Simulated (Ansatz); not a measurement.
Species: InCl, charge 0, singlet. InCl (SMILES [Cl][In]).
B3LYP-D3(BJ)/def2-TZVP minimum from Ansatz (a program for electronic structure):
```xyz
2

In     0.0000     0.0000    -0.6288
Cl     0.0000     0.0000     1.8123
```

Total energies in def2-QZVPP, 10 correlated electrons, 14 frozen orbitals. Open shells are spin-unrestricted; no spin-orbit coupling. Cores are frozen in correlated methods (noble-gas shells, and filled d and f shells in the p block). Past Kr the def2 sets carry scalar-relativistic core potentials. Spin-orbit terms, left out, reach several kcal/mol for Br and I, and more for heavier atoms.

```json
[
 {"method": "HF", "program": "Ansatz", "energy (Eh)": "-648.82563", "minus CCSDT(Q) (mEh)": "293.05"},
 {"method": "MP2", "program": "Ansatz", "energy (Eh)": "-649.08328", "minus CCSDT(Q) (mEh)": "35.39"},
 {"method": "CCSD", "program": "Ansatz", "energy (Eh)": "-649.10476", "minus CCSDT(Q) (mEh)": "13.92"},
 {"method": "CCSD(T)", "program": "Ansatz", "energy (Eh)": "-649.11745", "minus CCSDT(Q) (mEh)": "1.23"},
 {"method": "CCSDT(Q)", "program": "Ansatz", "energy (Eh)": "-649.11868", "minus CCSDT(Q) (mEh)": "0.00"}
]
```

Rough core times of Ansatz's runs on a shared machine: CCSD(T) under 20 s, CCSDT(Q) 5 min.
